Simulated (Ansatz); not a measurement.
Start from `[GaH2][C]1=NC1` and change one atom or group to get `[TeH]C1=NC1`.

Ansatz, PBE0-D4/def2-TZVP geometries, multiplicity 1. 

Elements past krypton have def2 core potentials. Scalar relativity is left out up to krypton. Spin–orbit coupling is left out; it splits and shifts lone-pair levels of the heavy atoms by tenths of an eV.

```json
{"property": "HOMO energy (B3LYP/def2-TZVPP) / eV", "`[GaH2][C]1=NC1`": "-7.03"}
{"property": "size of the dipole moment (PBE/def2-TZVPP) / D", "`[GaH2][C]1=NC1`": "2.11"}
{"property": "HOMO–LUMO gap (PBE/def2-TZVPP) / eV", "`[GaH2][C]1=NC1`": "3.17"}
{"property": "LUMO energy (PBE/def2-TZVPP) / eV", "`[GaH2][C]1=NC1`": "-2.86"}
{"property": "HOMO energy (PBE0/def2-TZVPP) / eV", "`[GaH2][C]1=NC1`": "-7.25"}
{"property": "HOMO energy (PBE/def2-TZVPP) / eV", "`[GaH2][C]1=NC1`": "-6.04"}
```

Question: What does the change do to each property? (An estimate is asked.)

Answer: Computed: 
```csv
property,`[TeH]C1=NC1`,shift
HOMO energy (B3LYP/def2-TZVPP) / eV,-6.67,0.36
size of the dipole moment (PBE/def2-TZVPP) / D,2.50,0.39
HOMO–LUMO gap (PBE/def2-TZVPP) / eV,3.78,0.61
LUMO energy (PBE/def2-TZVPP) / eV,-2.08,0.78
HOMO energy (PBE0/def2-TZVPP) / eV,-6.88,0.37
HOMO energy (PBE/def2-TZVPP) / eV,-5.86,0.18
```

With PBE0 the HOMO rises by 0.37 eV and the LUMO rises by 0.80 eV, so the gap widens by about 0.43 eV. PBE moves the HOMO by 0.18 eV and ωB97M-V by 0.53 eV. The zero-point energy changes by -16.0 kJ/mol with -3 modes. Dipoles are sizes alone; their direction can turn.

B3LYP here is the variant with VWN-RPA as its local correlation; programs differ in this.
